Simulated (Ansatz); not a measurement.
`[SH][SnH]([Cl])[Cl]` and `[Cl][SnH2][Cl]` differ in one atom or group.

Ansatz, PBE0-D4/def2-TZVP geometries, multiplicity 1. Each molecule was computed in one conformer, which needn't be the lowest.

Elements past krypton have def2 core potentials.

```csv
property,`[SH][SnH]([Cl])[Cl]`
size of the dipole moment (ωB97M-V/def2-TZVPP) / D,2.38
"ideal-gas entropy at 298 K and 1 bar (rigid rotor, harmonic PBE0-D4/def2-TZVP) / J/(mol·K)",378
LUMO energy (B3LYP/def2-TZVPP) / eV,-2.25
HOMO–LUMO gap (PBE/def2-TZVPP) / eV,3.99
HOMO energy (PBE/def2-TZVPP) / eV,-6.85
LUMO energy (PBE/def2-TZVPP) / eV,-2.86
```

(1) What does the change do to each property? (An estimate is asked.)

Answers

(1) Ansatz gave: 
```
                                                                                  property  `[Cl][SnH2][Cl]`  shift
                                        size of the dipole moment (ωB97M-V/def2-TZVPP) / D              2.62   0.24
ideal-gas entropy at 298 K and 1 bar (rigid rotor, harmonic PBE0-D4/def2-TZVP) / J/(mol·K)               315    -63
                                                       LUMO energy (B3LYP/def2-TZVPP) / eV             -1.68   0.57
                                                       HOMO–LUMO gap (PBE/def2-TZVPP) / eV              5.28   1.29
                                                         HOMO energy (PBE/def2-TZVPP) / eV             -7.58  -0.73
                                                         LUMO energy (PBE/def2-TZVPP) / eV             -2.30   0.56
```

With PBE0 the HOMO falls by 0.82 eV and the LUMO rises by 0.58 eV, so the gap widens by about 1.40 eV. PBE moves the HOMO by -0.73 eV and ωB97M-V by -0.84 eV. The zero-point energy changes by -5.6 kJ/mol with -3 modes. Dipoles are sizes alone; their direction can turn. Modes under 60 cm⁻¹, often nearly free rotors, make the harmonic entropy too high.

B3LYP here is the variant with VWN-RPA as its local correlation; programs differ in this.
